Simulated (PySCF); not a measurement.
C3H5BF2, SMILES FB1CC[C@@H]1F.

Geometry: PBE0-D3(BJ)/def2-SVP. The structure was generated by enumeration; whether it is a known compound was not checked.

These are PBE0-D3(BJ)/def2-SVP (PySCF) values and carry that method's errors.

Harmonic, unscaled wavenumbers; measured fundamentals usually lie a few per cent lower.

Question: Estimate the vibrational spectrum. (The exact figures need the calculation; the answer reports its results.)

Answer: 
| mode | ν (cm⁻¹) | IR (km/mol) | moving atoms (share of kinetic energy) |
|---|---|---|---|
| 1 | 97 | 1.9 | C 34 %, F 32 %, H 27 % |
| 2 | 171 | 3.2 | F 70 %, C 16 %, H 10 % |
| 3 | 307 | 3.0 | F 33 %, H 27 %, C 26 %, B 14 % |
| 4 | 396 | 2.0 | C 33 %, F 32 %, H 31 % |
| 5 | 521 | 6.6 | C 45 %, H 30 %, F 14 %, B 11 % |
| 6 | 605 | 5.1 | C 33 %, F 25 %, B 24 %, H 18 % |
| 7 | 702 | 18.8 | H 31 %, F 27 %, C 24 %, B 17 % |
| 8 | 735 | 4.0 | H 58 %, C 24 %, F 12 % |
| 9 | 898 | 10.1 | H 71 %, C 15 %, B 11 % |
| 10 | 918 | 34.1 | C 47 %, H 35 %, B 14 % |
| 11 | 924 | 31.9 | C 46 %, H 42 %, B 8 % |
| 12 | 1000 | 0.7 | C 53 %, H 42 % |
| 13 | 1051 | 89.4 | B 40 %, H 31 %, C 28 % |
| 14 | 1121 | 1.6 | H 52 %, C 46 % |
| 15 | 1173 | 44.3 | C 40 %, H 39 %, F 19 % |
| 16 | 1198 | 12.1 | H 63 %, C 32 % |
| 17 | 1216 | 22.8 | H 79 %, C 17 % |
| 18 | 1264 | 2.6 | H 67 %, C 24 % |
| 19 | 1374 | 54.6 | H 50 %, C 27 %, B 17 % |
| 20 | 1399 | 5.8 | H 82 %, C 15 % |
| 21 | 1453 | 50.5 | H 80 %, B 10 %, C 8 % |
| 22 | 1507 | 288.3 | B 50 %, H 20 %, C 17 %, F 12 % |
| 23 | 3062 | 13.8 | H 92 % |
| 24 | 3080 | 14.8 | H 95 % |
| 25 | 3101 | 2.2 | H 94 % |
| 26 | 3149 | 9.0 | H 90 %, C 10 % |
| 27 | 3172 | 3.8 | H 90 %, C 10 % |
